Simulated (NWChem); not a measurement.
System: CdNH2Br; SMILES [NH2][Cd][Br]

Here is an NWChem input.

```
start job
memory heap 200 mb stack 900 mb global 1100 mb
geometry units angstroms noautosym nocenter noautoz
  Cd     0.400233    -0.541620     0.011729
  Br    -0.307586     1.764551     0.031530
  N      1.144157    -2.409091     0.010335
  H      1.100901    -2.838629    -0.913792
  H      0.631724    -3.031917     0.634700
end
basis spherical
  * library def2-svpd
end
ecp
  Cd library def2-ecp
end
dft
  xc pbe0
  iterations 150
end
property
  response 1 0.0
end
task dft property
```

Output (shortened):

```
             Northwest Computational Chemistry Package (NWChem) 7.3.0
             --------------------------------------------------------

                             Geometry "geometry" -> ""
                             -------------------------

 Output coordinates in angstroms (scale by  1.889725989 to convert to a.u.)

  No.       Tag          Charge          X              Y              Z
 ---- ---------------- ---------- -------------- -------------- --------------
    1 Cd                  48.0000     0.40023300    -0.54162000     0.01172900
    2 Br                  35.0000    -0.30758600     1.76455100     0.03153000
    3 N                    7.0000     1.14415700    -2.40909100     0.01033500
    4 H                    1.0000     1.10090100    -2.83862900    -0.91379200
    5 H                    1.0000     0.63172400    -3.03191700     0.63470000

 Effective nuclear repulsion energy (a.u.)     521.1540306252

                                 NWChem DFT Module
                                 -----------------

 Summary of "ao basis" -> "ao basis" (spherical)
 ------------------------------------------------------------------------------
       Tag                 Description            Shells   Functions and Types
 ---------------- ------------------------------  ------  ---------------------
 Cd                        def2-svpd                12       34   5s4p2d1f
 Br                        def2-svpd                15       41   6s5p4d
 N                         def2-svpd                 8       20   4s2p2d
 H                         def2-svpd                 4        8   2s2p

            General Information
            -------------------
          SCF calculation type: DFT
          Wavefunction type:  closed shell.
          No. of atoms     :     5
          No. of electrons :    64
           Alpha electrons :    32
            Beta electrons :    32
          Charge           :     0
          Spin multiplicity:     1
          Use of symmetry is: off; symmetry adaption is: off
          Maximum number of iterations: 150
          AO basis - number of functions:   111
                     number of shells:    43
          Convergence on energy requested:  1.00D-06
          Convergence on density requested:  1.00D-05
          Convergence on gradient requested:  5.00D-04

              XC Information
              --------------
                         PBE0 Method XC Functional
                     Hartree-Fock (Exact) Exchange  0.250
          PerdewBurkeErnzerhof Exchange Functional  0.750
            Perdew 1991 LDA Correlation Functional  1.000 local
           PerdewBurkeErnz. Correlation Functional  1.000 non-local

             Grid Information
             ----------------
          Grid used for XC integration:  medium
          Radial quadrature: Mura-Knowles
          Angular quadrature: Lebedev.
          Tag              B.-S. Rad. Rad. Pts. Rad. Cut. Ang. Pts.
          ---              ---------- --------- --------- ---------
          Cd                  1.55      123          12.0       590
          Br                  1.15      112          12.0       590
          N                   0.65       49          14.0       434
          H                   0.35       45          15.0       434
          Grid pruning is: on
          Number of quadrature shells:   374
          Spatial weights used:  Erf1

      Superposition of Atomic Density Guess
      -------------------------------------

 Sum of atomic energies:       -2819.30480099

      Non-variational initial energy
      ------------------------------

 Total energy =   -2794.775588
 1-e energy   =   -4438.358315
 2-e energy   =    1400.498194
 HOMO         =      -0.336217
 LUMO         =      -0.060213

   convergence    iter        energy       DeltaE   RMS-Dens  Diis-err
 ---------------- ----- ----------------- --------- --------- ---------
 d= 0,ls=0.0,diis     1  -2797.1140582143 -3.04D+03  1.79D-02  4.99D-01
 d= 0,ls=0.0,diis     2  -2797.0633735085  5.07D-02  9.80D-03  9.36D-01
 d= 0,ls=0.0,diis     3  -2797.1703127666 -1.07D-01  2.20D-03  4.80D-02
 d= 0,ls=0.0,diis     4  -2797.1750787625 -4.77D-03  7.32D-04  7.66D-03
 d= 0,ls=0.0,diis     5  -2797.1759335551 -8.55D-04  1.67D-04  2.33D-04
  Resetting Diis
 d= 0,ls=0.0,diis     6  -2797.1759587805 -2.52D-05  3.44D-05  1.00D-05
 d= 0,ls=0.0,diis     7  -2797.1759596852 -9.05D-07  9.27D-06  4.89D-07

         Total DFT energy =    -2797.175959685184
      One electron energy =    -4440.007040329887
           Coulomb energy =     1513.833760317279
    Exchange-Corr. energy =     -114.087213012441
 Nuclear repulsion energy =      243.084533339865

 Numeric. integr. density =       64.000004523834

                       DFT Final Molecular Orbital Analysis
                       ------------------------------------

 Vector   30  Occ=2.000000D+00  E=-3.009442D-01
              MO Center= -2.2D-01,  1.4D+00,  2.1D-02, r^2= 2.7D+00
   Bfn.  Coefficient  Atom+Function         Bfn.  Coefficient  Atom+Function
  ----- ------------  ---------------      ----- ------------  ---------------
    50      0.507678  2 Br px                47      0.464956  2 Br px
    44     -0.307815  2 Br px                52      0.187908  2 Br pz
    49      0.172001  2 Br pz                79      0.120965  3 N  s
    46     -0.113868  2 Br pz                80     -0.112392  3 N  px
    51      0.110600  2 Br py                41      0.099982  2 Br px

 Vector   31  Occ=2.000000D+00  E=-2.996687D-01
              MO Center= -2.8D-01,  1.7D+00,  3.2D-02, r^2= 1.7D+00
   Bfn.  Coefficient  Atom+Function         Bfn.  Coefficient  Atom+Function
  ----- ------------  ---------------      ----- ------------  ---------------
    52      0.536941  2 Br pz                49      0.491513  2 Br pz
    46     -0.325262  2 Br pz                50     -0.185192  2 Br px
    47     -0.169503  2 Br px                19     -0.113641  1 Cd d -1
    44      0.112169  2 Br px                43      0.105644  2 Br pz
    55      0.066576  2 Br pz                51     -0.058154  2 Br py

 Vector   32  Occ=2.000000D+00  E=-2.711374D-01
              MO Center=  1.0D+00, -2.0D+00,  1.7D-02, r^2= 2.8D+00
   Bfn.  Coefficient  Atom+Function         Bfn.  Coefficient  Atom+Function
  ----- ------------  ---------------      ----- ------------  ---------------
    80     -0.494280  3 N  px                79      0.473885  3 N  s
    83      0.339170  3 N  px                 4     -0.207843  1 Cd s
   105     -0.204620  5 H  s                 97     -0.203423  4 H  s
    77      0.143574  3 N  s                 82     -0.141588  3 N  pz
    51     -0.123246  2 Br py                48     -0.116401  2 Br py

 Vector   33  Occ=0.000000D+00  E=-5.455291D-02
              MO Center=  2.0D-01, -5.1D-01, -8.7D-04, r^2= 6.1D+00
   Bfn.  Coefficient  Atom+Function         Bfn.  Coefficient  Atom+Function
  ----- ------------  ---------------      ----- ------------  ---------------
     5      0.917055  1 Cd s                  4      0.338300  1 Cd s
    51      0.314373  2 Br py                39     -0.267361  2 Br s
     2     -0.261239  1 Cd s                 13     -0.247561  1 Cd py
    48      0.230273  2 Br py                79     -0.202288  3 N  s
    38     -0.200335  2 Br s                 40      0.198092  2 Br s

 Vector   34  Occ=0.000000D+00  E=-1.677362D-02
              MO Center=  3.8D-01, -4.6D-01, -3.8D-02, r^2= 5.5D+00
   Bfn.  Coefficient  Atom+Function         Bfn.  Coefficient  Atom+Function
  ----- ------------  ---------------      ----- ------------  ---------------
    14      0.823736  1 Cd pz                11      0.263625  1 Cd pz
    12     -0.238568  1 Cd px                 8     -0.234261  1 Cd pz
    52     -0.211122  2 Br pz                97      0.164681  4 H  s
   105     -0.149595  5 H  s                 49     -0.129238  2 Br pz
    46      0.083466  2 Br pz                13     -0.076884  1 Cd py

 Vector   35  Occ=0.000000D+00  E=-5.388897D-03
              MO Center=  5.1D-01, -3.7D-01,  6.2D-02, r^2= 5.7D+00
   Bfn.  Coefficient  Atom+Function         Bfn.  Coefficient  Atom+Function
  ----- ------------  ---------------      ----- ------------  ---------------
    12      0.757947  1 Cd px                79     -0.492027  3 N  s
    13      0.381902  1 Cd py               105      0.262233  5 H  s
    14      0.259672  1 Cd pz                97      0.254676  4 H  s
     9      0.237746  1 Cd px                50     -0.219628  2 Br px
     6     -0.208374  1 Cd px                 5      0.194319  1 Cd s

     Multipole analysis of the density
     ---------------------------------

     L   x y z        total         alpha         beta         nuclear
     -   - - -        -----         -----         ----         -------
     0   0 0 0      0.000000    -32.000000    -32.000000     64.000000

     1   1 0 0     -0.134572     -6.663255     -6.663255     13.191939
     1   0 1 0     -0.936846    -27.106664    -27.106664     53.276482
     1   0 0 1     -0.125226     -1.131615     -1.131615      2.138004

     2   2 0 0    -36.281502    -49.012199    -49.012199     61.742895
     2   1 1 0      2.864053     86.542645     86.542645   -170.221237
     2   1 0 1     -0.897604      0.922157      0.922157     -2.741917
     2   0 2 0    -36.150862   -326.474016   -326.474016    616.797171
     2   0 1 1      0.519228     -3.874768     -3.874768      8.268764
     2   0 0 2    -32.345841    -18.451534    -18.451534      4.557228

 *** CALLING NEW AORESP DRIVER FOR CLOSED AND OPEN SHELLS ***
 Entering AOResponse driver routine

--------------------------------------------------------------------------------

          -----------------------------------------------
          Solving response equations for perturbing field
          -----------------------------------------------

 number of frequencies:     1
 frequency in a.u.:  0.0000000E+00
 Perturbing field: electric
 Using El. Dipole Length Gauge

 Setting up CPKS with frequency omega =      0.00000000 a.u.

 STATIC response

                                NWChem CPHF Module
                                ------------------

  scftype          =     RHF
  nclosed          =       32
  nopen            =        0
  variables        =     2528
  # of vectors     =        3
  tolerance        = 0.10D-03
  level shift      = 0.00D+00
  max iterations   =       50
  max subspace     =       30

 SCF residual:    8.2120244853207340E-004

Iterative solution of linear equations
  No. of variables     2528
  No. of equations        3
  Maximum subspace       30
        Iterations       50
       Convergence  1.0D-04

   iter   nsub   residual    time
   ----  ------  --------  ---------
     1      3    3.98D+00      42.4
     2      6    1.95D+00      57.4
     3      9    5.52D-01      72.7
     4     12    1.32D-01      85.0
     5     15    2.15D-02      95.4
     6     18    7.74D-03     107.7
     7     21    2.00D-03     119.6
     8     24    2.04D-04     130.8
     9     27    5.62D-05     146.5

 Electric Dipole Response Matrix (nonzero elements):

              1        2        3
    1   53.8835 -13.0557   0.2071
    2  -13.0557  85.1143   0.0747
    3    0.2071   0.0747  48.4385

 ------------------------------------------
 average:        62.47874 + I       0.00000

 DFT Linear Response polarizability / au
 Frequency  =       0.0000000 / au
              X              Y              Z
 -----------------------------------------------
 X      53.8834767    -13.0557393      0.2070540
 Y     -13.0557359     85.1142741      0.0747441
 Z       0.2070613      0.0747448     48.4384721
 -----------------------------------------------
 Eigenvalues =      49.2076834     89.8530643     48.3754752
 Isotropic   =      62.4787410
 Anisotropic =      41.0678095
 -----------------------------------------------

 Magnetic Dipole Response Matrix (nonzero elements):

 Exiting AOResponse driver routine
```

Level: PBE0/def2-SVPD with def2 effective core potentials on Cd. Geometry: optimised at PBE0/def2-SVP. Not confirmed as a minimum by frequencies. def2 effective core potentials on Cd; no spin-orbit coupling.
